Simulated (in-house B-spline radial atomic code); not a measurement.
RPA and G0W0 for Sn3+, [Kr] 4d10 5s1, highest spin, as one setting changes: the highest l of the empty states. Start: PBE. A dash marks a level of low quasi-particle weight. Computed with a B-spline radial code for spherical atoms: all electrons, scalar-relativistic (spin-free one-electron X2C), finite nucleus, each spin shell either full or empty, empty states to the listed l with an (l + 1/2)⁻⁴ tail; G0W0 by contour deformation at full frequency.

RPA overbinds a lone outer s electron by self-correlation, and G0W0 tends to as well.

```json
{"highest l of the empty states": "4", "RPA summed (Eh)": "-3.152", "RPA extrapolated (Eh)": "-3.7268", "G0W0 level (eV)": "5s up -41.54"}
{"highest l of the empty states": "5", "RPA summed (Eh)": "?", "RPA extrapolated (Eh)": "?", "G0W0 level (eV)": "?"}
{"highest l of the empty states": "6", "RPA summed (Eh)": "-3.542", "RPA extrapolated (Eh)": "-3.7626", "G0W0 level (eV)": "5s up -41.57"}
{"highest l of the empty states": "7", "RPA summed (Eh)": "?", "RPA extrapolated (Eh)": "?", "G0W0 level (eV)": "?"}
{"highest l of the empty states": "8", "RPA summed (Eh)": "-3.6482", "RPA extrapolated (Eh)": "-3.737", "G0W0 level (eV)": "5s up -41.56"}
{"highest l of the empty states": "9", "RPA summed (Eh)": "-3.6703", "RPA extrapolated (Eh)": "-3.73", "G0W0 level (eV)": "5s up -41.56"}
{"highest l of the empty states": "10", "RPA summed (Eh)": "-3.6841", "RPA extrapolated (Eh)": "-3.7261", "G0W0 level (eV)": "5s up -41.56"}
{"highest l of the empty states": "11", "RPA summed (Eh)": "-3.6932", "RPA extrapolated (Eh)": "-3.7236", "G0W0 level (eV)": "5s up -41.56"}
```

Problem. What belongs in the row for 7?

Solution. RPA summed (Eh): -3.6107; RPA extrapolated (Eh): -3.7511; G0W0 level (eV): 5s up -41.56.

Problem. What belongs in the row for 5?

Solution. RPA summed (Eh): -3.4135; RPA extrapolated (Eh): -3.7778; G0W0 level (eV): 5s up -41.59.
